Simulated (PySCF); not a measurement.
## HAsN + 2 H₂O → As(OH)₂ + NH₃

Level: PBE0 in the def2-TZVP basis family, all electrons, no relativity, computed in PySCF with density fitting; open shells unrestricted.

```csv
species,state and structure,E (Eh),ZPE (kJ/mol),H(298 K) − H(0) (kJ/mol),S° (J/(mol K))
HAsN,"doublet, Cs, As–H 1.547 Å, As–N 1.703 Å; H–As–N 95.7°",-2290.80532,21.3,10.4,254.7
H₂O,"singlet, C2v, O–H 0.960 Å (×2); H–O–H 105.1°",-76.37736,56.5,9.9,188.7
As(OH)₂,"doublet, C2, As–O 1.785 Å (×2), O–H 0.964 Å (×2); As–O–H 111.4° (×2), O–As–O 99.7°",-2387.16594,69.0,15.2,303.4
NH₃,"singlet, C3v, N–H 1.013 Å (×3); H–N–H 107.1° (×3)",-56.51312,90.6,10.0,192.4
```

(1) What is the electronic reaction energy?

(2) Add zero-point, thermal and entropy terms for 298.15 K and 1 bar.

Answers

(1) At PBE0/def2-TZVP, ΔE = -312.5 kJ/mol from the differences of the total energies times 2625.5, downhill. 

(2) ΔZPE = 25.3 and Δ[H(298) − H(0)] = -5.0 kJ/mol give ΔH° = -292.2 kJ/mol. ΔS° = -136.3 J/(mol K), so ΔG° = -292.2 − 298.15 × (-0.1363) = -252 kJ/mol. ΔG° would change sign near 2140 K if ΔH° and ΔS° stayed fixed.

Each species is the lowest minimum found with this bonding; other isomers or fragments can lie lower.
